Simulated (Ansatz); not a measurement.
`O[SiH2][BH][ZnH]` + `O[SiH3]` → `O[SiH2]BO[SiH3]` + `[ZnH2]`  (cleavage of the B–Zn bond)

Program: Ansatz. Geometries: PBE0-D4/def2-TZVP. ΔE: electronic, gas phase. CBS: MP2 limit from def2 TZ/QZ plus the TZ coupled-cluster correction, frozen cores. DFT in def2-TZVPP. For Zn outer-core shells are correlated without core-valence functions, which leaves a few kJ/mol of doubt a bond. Scalar relativity is left out up to krypton. Each species was taken in one conformer, which may not be the lowest.

```
          level  ΔE (kJ/mol)  difference from CCSD(T)/CBS
         PBE-D4       -133.9                          1.4
      r2SCAN-D4       -139.5                         -4.2
            PBE       -132.3                          3.0
  HF/def2-TZVPP       -151.2                        -15.9
 MP2/def2-TZVPP       -141.1                         -5.8
CCSD/def2-TZVPP       -139.5                         -4.2
  HF/def2-QZVPP       -152.3                        -17.0
   HF/CBS(def2)       -152.4                        -17.1
  MP2/CBS(def2)       -136.9                         -1.6
 CCSD/CBS(def2)       -135.2                          0.1
    CCSD(T)/CBS       -135.3                            0
```

Largest T1 diagnostic among the species: 0.016.

In def2-TZVPP, CCSD(T) changes the Hartree–Fock value by +11.7 kJ/mol (the triples alone add −0.1 kJ/mol) and MP2 by +10.1 kJ/mol.
